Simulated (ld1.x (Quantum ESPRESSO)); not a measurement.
**La: TM pseudisation with PBE, scalar-relativistic reference atom.**

| Quantity | Value |
| --- | --- |
| Element | La |
| Generator | ld1.x (Quantum ESPRESSO) 7.5 |
| Type | norm-conserving Troullier–Martins (Kleinman–Bylander form) |
| Functional | PBE |
| Relativity | scalar-relativistic |
| Frozen core | [Kr] 4d10 |
| Valence charge | 11 |
| Reference configuration | 4f1 5s2 5p6 5d0 6s2 6p0 |
| Partial waves | 5s (bound): rc 0.70 bohr; 5p (bound): rc 2.80 bohr; 4f (bound): rc 1.05 bohr; 5d (bound, empty): rc 2.85 bohr |
| Local potential | the d channel |
| Core correction | Bessel-smoothed model core inside 0.50 bohr |

Occupied shells without a wave of their own: 6s. They enter only through the test configuration that unscreens the potential, and ld1.x also counts them in the model core charge.

All-electron outer shells of the reference configuration (PBE, scalar-relativistic, ld1.x):

| shell | level (eV) | outermost node (bohr) | outermost maximum (bohr) |
| --- | --- | --- | --- |
| 4p | -208.19 | 0.34 | 0.63 |
| 4d | -112.04 | 0.32 | 0.68 |
| 5s | -46.88 | 0.77 | 1.41 |
| 5p | -30.17 | 0.83 | 1.58 |
| 4f | -12.39 | – | 0.75 |
| 5d | -9.94 | 0.95 | 2.13 |
| 6s | -9.29 | 1.84 | 3.51 |
| 6p | -6.10 | 2.15 | 4.29 |

Task: Does this generation succeed?

Result: No. ld1.x (Quantum ESPRESSO) 7.5 stopped with "run_pseudo: Errors in PS-KS equation": the pseudo-atom solver did not find the valence states with the expected number of nodes, which is the usual sign of a ghost state. The 5s radius of 0.70 bohr lies inside the outermost node of the all-electron wave at 0.77 bohr. Before that it printed "Warning: n=1, l=0 expected 0 nodes, found 1".
